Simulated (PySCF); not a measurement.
## Spinor energies of Hg(50+) (mercury, charge +50)

Start: [Ar] 3d10 4s2. Calculated with PySCF 2.14 in an uncontracted even-tempered set (18 s from 3.2 bohr⁻², ratio 2.6; 15 p from 4.1 bohr⁻², ratio 2.6; 10 d from 4.1 bohr⁻², ratio 2.6; 6 f from 4.2 bohr⁻², ratio 2.8): generalised Hartree-Fock with the X2C-1e Hamiltonian and a Gaussian nucleus; spin-orbit coupling (SO) screened by Boettger's factors.

```json
{"spinor shell": "1s1/2", "electrons": "2", "ε, screened SO (eV)": "-86275.3", "weight of nominal j (screened SO)": "1.000", "rms radius, screened SO (bohr)": "0.0187"}
{"spinor shell": "2s1/2", "electrons": "2", "ε, screened SO (eV)": "-17639.9", "weight of nominal j (screened SO)": "1.000", "rms radius, screened SO (bohr)": "0.0754"}
{"spinor shell": "2p1/2", "electrons": "2", "ε, screened SO (eV)": "-17019.1", "weight of nominal j (screened SO)": "1.000", "rms radius, screened SO (bohr)": "0.0638"}
{"spinor shell": "2p3/2", "electrons": "4", "ε, screened SO (eV)": "-15057.7", "weight of nominal j (screened SO)": "1.000", "rms radius, screened SO (bohr)": "0.0718"}
{"spinor shell": "3s1/2", "electrons": "2", "ε, screened SO (eV)": "-6160.2", "weight of nominal j (screened SO)": "1.000", "rms radius, screened SO (bohr)": "0.189"}
{"spinor shell": "3p1/2", "electrons": "2", "ε, screened SO (eV)": "-5885.9", "weight of nominal j (screened SO)": "1.000", "rms radius, screened SO (bohr)": "0.181"}
{"spinor shell": "3p3/2", "electrons": "4", "ε, screened SO (eV)": "-5425.5", "weight of nominal j (screened SO)": "1.000", "rms radius, screened SO (bohr)": "0.195"}
{"spinor shell": "3d3/2", "electrons": "4", "ε, screened SO (eV)": "-4995.6", "weight of nominal j (screened SO)": "1.000", "rms radius, screened SO (bohr)": "0.170"}
{"spinor shell": "4s1/2", "electrons": "2", "ε, screened SO (eV)": "-2979.0", "weight of nominal j (screened SO)": "1.000", "rms radius, screened SO (bohr)": "0.378"}
```

(1) Where does 3d5/2 lie, and what is the 3d spin-orbit splitting (screened SO)?

| quantity | screened SO |
| --- | --- |
| E (hartree) | -17787.48434 |
| M_J | 0 |
| ⟨J²⟩ | 0.000 |
| ⟨L²⟩ | 0.088 |
| ⟨S²⟩ | 0.088 |

Breit and QED terms are absent; they matter most for the inner s and p1/2 levels.

Densities and radii are taken from the X2C orbitals without a picture-change correction, which distorts them close to the nucleus.

## Answers

(1) At -4896.5 eV, 99.022 eV above 3d3/2.
